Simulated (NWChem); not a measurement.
All runs are NWChem calculations. System: C$_{3}$H$_{5}$, charge 0, spin multiplicity 2, at a geometry optimised with UPBE/def2-SVP. The structure started from a generated list of species. Its SCF solution wasn't tested for a lower state. Level: UPBE/def2-TZVP.

Input file:

```
start mol
memory heap 200 mb stack 900 mb global 1100 mb
geometry units angstroms nocenter noautoz
  C      0.048520    -1.359995     0.000000
  C      0.379082    -0.080187     0.000000
  C     -0.207067     1.263303     0.000000
  H      0.802000    -2.168093     0.000000
  H     -1.015178    -1.687887     0.000000
  H     -1.324408     1.225877     0.000000
  H      0.107188     1.845686     0.892659
  H      0.107188     1.845686    -0.892659
  symmetry group Cs
end
basis spherical
  * library def2-tzvp
end
dft
  xc xpbe96 cpbe96
  odft
  mult 2
  semidirect memsize 60000000 filesize 0
  iterations 100
end
task dft energy
```

NWChem printed:

```
             Northwest Computational Chemistry Package (NWChem) 7.3.0
             --------------------------------------------------------

                                NWChem Input Module
                                -------------------

 Scaling coordinates for geometry "geometry" by  1.889725989
 (inverse scale =  0.529177249)

 Turning off AUTOSYM since
 SYMMETRY directive was detected!

                             Geometry "geometry" -> ""
                             -------------------------

 Output coordinates in angstroms (scale by  1.889725989 to convert to a.u.)

  No.       Tag          Charge          X              Y              Z
 ---- ---------------- ---------- -------------- -------------- --------------
    1 C                    6.0000     0.04852000    -1.35999500     0.00000000
    2 C                    6.0000     0.37908200    -0.08018700     0.00000000
    3 C                    6.0000    -0.20706700     1.26330300     0.00000000
    4 H                    1.0000     0.80200000    -2.16809300     0.00000000
    5 H                    1.0000    -1.01517800    -1.68788700     0.00000000
    6 H                    1.0000    -1.32440800     1.22587700     0.00000000
    7 H                    1.0000     0.10718800     1.84568600     0.89265900
    8 H                    1.0000     0.10718800     1.84568600    -0.89265900

 Effective nuclear repulsion energy (a.u.)      63.2751965564

            Nuclear Dipole moment (a.u.)
            ----------------------------
        X                 Y               Z
 ---------------- ---------------- ----------------
     0.0000000000    -0.0000094486     0.0000000000

      Symmetry information
      --------------------

 Group name             Cs
 Group number              2
 Group order               2
 No. of unique centers     7

      Symmetry unique atoms

     1    2    3    4    5    6    7


 Summary of "ao basis" -> "" (spherical)
 ------------------------------------------------------------------------------
       Tag                 Description            Shells   Functions and Types
 ---------------- ------------------------------  ------  ---------------------
 *                         def2-tzvp                  on all atoms

  pbe96 is a nonlocal functional; adding pw91lda local functional.

                                 NWChem DFT Module
                                 -----------------

 Summary of "ao basis" -> "ao basis" (spherical)
 ------------------------------------------------------------------------------
       Tag                 Description            Shells   Functions and Types
 ---------------- ------------------------------  ------  ---------------------
 C                         def2-tzvp                11       31   5s3p2d1f
 H                         def2-tzvp                 4        6   3s1p

 Summary of "ao basis" -> "ao basis" (spherical)
 ------------------------------------------------------------------------------
       Tag                 Description            Shells   Functions and Types
 ---------------- ------------------------------  ------  ---------------------
 C                         def2-tzvp                11       31   5s3p2d1f
 H                         def2-tzvp                 4        6   3s1p

      Symmetry analysis of basis
      --------------------------

        a'         84
        a"         39

            General Information
            -------------------
          SCF calculation type: DFT
[...]
   114     -0.084882  7 H  s                120      0.084882  8 H  s

 Vector   12  Occ=0.000000D+00  E=-9.743078D-02  Symmetry=a'
              MO Center=  3.8D-01, -1.3D-01, -7.3D-15, r^2= 2.4D+00
   Bfn.  Coefficient  Atom+Function         Bfn.  Coefficient  Atom+Function
  ----- ------------  ---------------      ----- ------------  ---------------
    67      0.456657  3 C  s                 37     -0.369042  2 C  px
   102     -0.354314  5 H  s                108     -0.340055  6 H  s
    36     -0.308837  2 C  s                 40     -0.292513  2 C  px
    43     -0.293629  2 C  px                44     -0.232000  2 C  py
    96      0.219612  4 H  s                 12     -0.129994  1 C  px

 Vector   13  Occ=0.000000D+00  E=-1.327438D-02  Symmetry=a"
              MO Center=  1.7D-01, -4.4D-01,  3.4D-15, r^2= 3.0D+00
   Bfn.  Coefficient  Atom+Function         Bfn.  Coefficient  Atom+Function
  ----- ------------  ---------------      ----- ------------  ---------------
    14      0.579721  1 C  pz                45     -0.565557  2 C  pz
   114      0.376972  7 H  s                120     -0.376972  8 H  s
    39     -0.341538  2 C  pz                42     -0.295611  2 C  pz
     8      0.281020  1 C  pz                11      0.244306  1 C  pz
   113      0.089144  7 H  s                119     -0.089144  8 H  s

 Vector   14  Occ=0.000000D+00  E= 2.852651D-02  Symmetry=a'
              MO Center= -2.6D-01,  1.3D+00,  1.3D-14, r^2= 6.4D+00
   Bfn.  Coefficient  Atom+Function         Bfn.  Coefficient  Atom+Function
  ----- ------------  ---------------      ----- ------------  ---------------
    67      5.309302  3 C  s                114     -1.776811  7 H  s
   120     -1.776811  8 H  s                108     -1.415249  6 H  s
    36     -1.396105  2 C  s                 44     -0.978265  2 C  py
    96     -0.584047  4 H  s                  4      0.437398  1 C  s
   102     -0.391035  5 H  s                 13     -0.371381  1 C  py

   alpha - beta orbital overlaps
   -----------------------------

   alpha      1      2      3      4      5      6      7      8      9     10
    beta      2      1      3      4      5      6      7      8      9     10
 overlap   0.999  1.000  1.000  0.998  0.999  0.993  0.984  0.993  1.000  0.999

   alpha     11     12     13     14     15     16     17     18     19     20
    beta     11     12     13     14     15     16     17     18     19     20
 overlap   0.997  0.987  0.996  0.997  0.996  0.995  0.999  0.993  0.995  0.999

   alpha     21     22     23     24     25     26     27     28     29     30
    beta     21     22     23     24     25     26     27     28     29     30
 overlap   0.999  0.998  0.950  0.997  0.926  0.905  0.997  0.997  0.994  0.991

   alpha     31     32     33     34     35     36     37     38     39     40
    beta     31     32     33     34     35     36     37     38     39     40
 overlap   1.000  0.897  0.967  0.901  0.993  0.998  0.996  0.997  0.997  0.997

   alpha     41     42     43     44     45     46     47     48     49     50
    beta     41     42     43     44     45     46     47     48     49     50
 overlap   0.995  0.991  1.000  0.878  0.872  0.996  0.996  0.998  0.989  0.988

   alpha     51     52     53     54     55     56     57     58     59     60
    beta     51     52     54     53     55     56     57     58     59     60
 overlap   0.999  0.992  0.962  0.997  0.980  0.997  0.902  0.994  0.904  0.992

   alpha     61     62     63     64     65     66     67     68     69     70
    beta     61     62     64     63     65     66     67     68     69     70
 overlap   0.998  0.998  0.986  0.999  0.998  0.987  0.999  0.999  0.999  0.999

   alpha     71     72     73     74     75     76     77     78     79     80
    beta     71     72     73     74     75     76     77     78     79     80
 overlap   1.000  1.000  0.998  0.999  0.999  0.970  0.971  0.999  0.996  0.997

   alpha     81     82     83     84     85     86     87     88     89     90
    beta     81     82     83     84     85     86     87     88     89     90
 overlap   0.996  0.959  0.999  0.957  0.996  0.955  0.989  0.932  0.949  0.993

   alpha     91     92     93     94     95     96     97     98     99    100
    beta     91     93     92     94     95     96     97     98    101    100
 overlap   0.993  0.946  0.994  0.957  0.997  0.986  0.989  0.992  0.797  0.983

   alpha    101    102    103    104    105    106    107    108    109    110
    beta     99    102    103    104    105    106    107    108    109    110
 overlap   0.806  0.999  0.998  0.999  0.996  0.987  0.999  0.991  0.993  0.999

   alpha    111    112    113    114    115    116    117    118    119    120
    beta    111    112    113    114    115    118    116    117    119    120
 overlap   1.000  0.999  1.000  1.000  0.999  0.712  0.713  1.000  0.998  0.999

   alpha    121    122    123
    beta    121    122    123
 overlap   1.000  1.000  1.000

     --------------------------
     Expectation value of S2:
     --------------------------
      <S2> =      0.7577 (Exact =     0.7500)

 center of mass
 --------------
 x =   0.06045299 y =  -0.04848625 z =   0.00000000

 moments of inertia (a.u.)
 ------------------
         210.664828602230          19.730093928480           0.000000000000
          19.730093928480          26.101585147932           0.000000000000
           0.000000000000           0.000000000000         225.295078661709

     Multipole analysis of the density
     ---------------------------------

     L   x y z        total         alpha         beta         nuclear
     -   - - -        -----         -----         ----         -------
     0   0 0 0     -0.000000    -12.000000    -11.000000     23.000000

     1   1 0 0     -0.271723     -0.576127      0.304404      0.000000
     1   0 1 0      0.257797      0.152391      0.105415     -0.000009
     1   0 0 1     -0.000000     -0.000000      0.000000      0.000000

     2   2 0 0    -14.737523    -17.672163    -13.436655     16.371294
     2   1 1 0     -0.079462      6.114100      5.951742    -12.145304
     2   1 0 1     -0.000000     -0.000000     -0.000000      0.000000
     2   0 2 0    -12.923239    -72.993332    -70.549379    130.619472
     2   0 1 1      0.000000      0.000000      0.000000      0.000000
     2   0 0 2    -15.687980    -11.049860    -10.329255      5.691134

 Task  times  cpu:        8.0s     wall:        8.0s

 Total times  cpu:        8.0s     wall:        8.0s
```
